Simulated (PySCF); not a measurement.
**Spin states and ions at one geometry of [WO3F]−**

PySCF 2.14.0, RKS B3LYP, W def2-SVP with ECP60, O def2-SVP, F def2-SVP; non-relativistic Hamiltonian with scalar-relativistic core potentials where named; density fitting; no spin-orbit coupling; singlets restricted, open shells unrestricted. The geometry is relaxed for charge -1, singlet, vacuum:

```xyz
5

W     0.0000   -0.0844    0.0647
O     1.4322   -0.1092    1.0772
O     0.0000    1.3796   -0.9008
O    -1.4322   -0.1092    1.0772
F     0.0000   -1.6150   -1.0980
```

Energies count from the relaxed state; an electron taken off or put on is at rest in vacuum. Charges and spins are Mulliken's.

```tsv
state	energy (eV)	spin squared	charge on W1 (e)	spin on W1 (e)	dipole about the centre of mass (D)
charge -1, singlet, vacuum	0.00	0.00	0.93	0.00	1.95
charge -1, triplet, vacuum	5.10	2.03	0.77	0.57	0.97
```

**Question.** What does the state charge 0, doublet, vacuum give?

**Answer.** energy (eV) 5.18, spin squared 0.79, charge on W1 (e) 1.22, spin on W1 (e) -0.26, dipole about the centre of mass (D) 0.41.

With an electron taken off (doublet) the charges change, summed by element, by W +0.29 e, O +0.63 e, F +0.08 e. The vertical ionisation energy is 5.18 eV, against −ε(HOMO) = 2.68 eV of the relaxed state. The level lies 2.5 eV too high, as is usual for semilocal functionals and global hybrids, which keep a self-interaction error.

Open shells may have lower solutions than those found.
